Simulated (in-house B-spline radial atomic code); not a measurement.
HSE06 excitations of Sn III (Sn2+)

Method: HSE06. Computed with a B-spline radial code for spherical atoms: linear response of the closed shell [Kr] 4d10 5s2 with the functional's adiabatic kernel; scalar-relativistic (spin-free one-electron X2C), finite nucleus, no spin-orbit coupling, no double excitations, S, P, D and F terms only; shells from n = 3 respond. Only terms of natural parity with L up to 3 were computed.

Command:
```bash
python run_td.py task.json out
```
Settings (radii: box in bohr, nucleus in fm):
```
Z                        50
electrons                48
configuration            [Kr] 4d10 5s2
hamiltonian              x2c
method                   hse06
box_radius               29.48
rms_radius               4.6519
intervals                73
```

Time taken, with all properties: 5.1 s on 1 thread of Arm Neoverse N1, on a shared host.

The lowest states, in the order of their Tamm-Dancoff energies; the method's threshold (minus the highest occupied level) is 26.656 eV. Labels give the largest channel, * marks a mixed state, and oscillator strengths are full-response dipole values. Semilocal kernels can invert the small singlet-triplet splittings of Rydberg terms. Energies in eV:

```csv
state,full response,Tamm-Dancoff,oscillator strength
5s → 5p 3P,6.835,6.981,-
5s → 5p 1P,9.714,10.122,1.59
5s → 6s 3S,16.902,16.907,-
5s → 5d 3D,16.959,16.977,-
5s → 5d 1D,17.454,17.468,-
5s → 6s 1S,17.451,17.476,-
5s → 6p 3P,19.318,19.326,-
5s → 6p 1P,19.583,19.624,0.00786
5s → 4f 3F,?,?,-
5s → 4f 1F,21.743,21.746,-
5s → 7s 3S,?,?,-
5s → 7s 1S,22.261,22.268,-
5s → 6d 3D,22.372,22.376,-
5s → 6d 1D,22.488,22.492,-
```

Problem. Where does 5s → 7s 3S lie?

Solution. At 22.136 eV in full response, 22.137 eV in Tamm-Dancoff.

Problem. Where does 5s → 4f 3F lie?

Solution. At 21.605 eV in full response, 21.616 eV in Tamm-Dancoff.

Problem. How large is the singlet-triplet splitting of 5s → 5p (P terms) in Tamm-Dancoff?

Solution. 3.14 eV, from the unrounded values.

Problem. What polarisabilities and dispersion coefficient does the method give?

Solution. Dipole 15.56 bohr³, quadrupole 56.17 bohr⁵, C6 88.18 hartree·bohr⁶ for two such species.
